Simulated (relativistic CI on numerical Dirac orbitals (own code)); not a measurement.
## Ni+ in a cubic cluster: 2p photoemission with charge transfer

Computed with a charge-transfer multiplet model of a cubic metal-ligand cluster with up to one ligand hole, Slater and spin-orbit integrals from Dirac-Coulomb-Breit ions, Slater integrals scaled by 0.8. The ground state mixes d9 with configurations of k ligand holes L, whose averages lie at kΔ + k(k − 1)U_dd/2; a core hole lowers each added d electron by U_cd. 20 K, Lorentzian 0.6 eV and Gaussian 0.8 eV FWHM.

Atomic integrals in eV (Slater integrals scaled, ζ unscaled), ground: F2dd 9.736, F4dd 6.042, zeta_d 0.072; with the core hole: F2dd 9.736, F4dd 6.042, zeta_d 0.103, zeta_core 11.413, F2cd 6.198, G1cd 4.674, G3cd 2.657.

Cluster parameters (eV): U_dd = 8, U_cd = 10.1, 10Dq = 0.3, 10Dq(ligand) = 0.5, V(eg) = 2.45, V(t2g) = -1.16, final-state hopping factor = 1.

| Case | n_d | d9 | d10L | S |
| --- | --- | --- | --- | --- |
| Δ = 3 eV | 9.25 | 0.75 | 0.25 | 0.50 |
| Δ = 4 eV | 9.19 | 0.81 | 0.19 | 0.50 |
| Δ = 5 eV | 9.15 | 0.85 | 0.15 | 0.50 |
| Δ = 6 eV | 9.12 | 0.88 | 0.12 | 0.50 |
| Δ = 7 eV | 9.09 | 0.91 | 0.09 | 0.50 |

Weights, n_d and S are thermal averages at 20 K. Binding energies count from the first peak over 30 % of the highest in each spectrum, which can be another peak from case to case. The parameters are a model scan and need not match a compound or its usual spin state. Peaks in eV (height, largest 100):
- Δ = 3 eV: 0.0 (100), 7.8 (34), 8.7 (34), 10.0 (31), 17.2 (49), 26.1 (31)
- Δ = 4 eV: 0.0 (100), 7.0 (38), 7.9 (40), 9.1 (35), 17.2 (49), 25.2 (36)
- Δ = 5 eV: 0.0 (100), 7.2 (44), 8.3 (39), 17.1 (49), 24.4 (39)
- Δ = 6 eV: 0.0 (100), 6.5 (45), 7.5 (39), 17.2 (49), 23.7 (39)
- Δ = 7 eV: 0.0 (100), 6.0 (44), 17.2 (48), 23.1 (37)

For the case Δ = 5 eV, Δ = 5 eV is smaller than U_dd = 8 eV, the charge-transfer side of the Zaanen-Sawatzky-Allen scheme. With the core hole the configuration with one ligand hole lies at Δ − U_cd = -7.1, -6.1, -5.1, -4.1, -3.1 eV from the one without, in the order of the table; where this is negative the screened configuration lies lower.
